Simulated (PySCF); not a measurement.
Isomers of C6H11As, from PBE0-D3(BJ)/def2-SVP geometry optimisation, gas phase in PySCF 2.14.0. One conformer each, no zero-point energy, no frequencies.

Task: Which is lower in electronic energy at this level?
A. `[CH:1]#[C:2][CH2:3][CH2:4][As:5]([CH3:6])[CH3:7]` with C2–C3–C4–As5 178°, C3–C4–As5–C6 174°: A = 4161, B = 785.9, C = 741.2 MHz, dipole 1.13 D
B. `[CH3:1][C:2]#[C:3][CH2:4][As:5]([CH3:6])[CH3:7]` with C3–C4–As5–C6 -68°: A = 4244, B = 809.9, C = 756.4 MHz, dipole 0.91 D

Result: B. That is `CC#CC[As](C)C`, 8.8 kcal/mol below the other.

```
       SMILES                                     mapped SMILES       E (Eh)  relative (kcal/mol)  relative (kJ/mol)  dipole (D)
CC#CC[As](C)C   [CH3:1][C:2]#[C:3][CH2:4][As:5]([CH3:6])[CH3:7]  -2470.08389                  0.0                0.0        0.91
C#CCC[As](C)C  [CH:1]#[C:2][CH2:3][CH2:4][As:5]([CH3:6])[CH3:7]  -2470.06981                  8.8               37.0        1.13
```
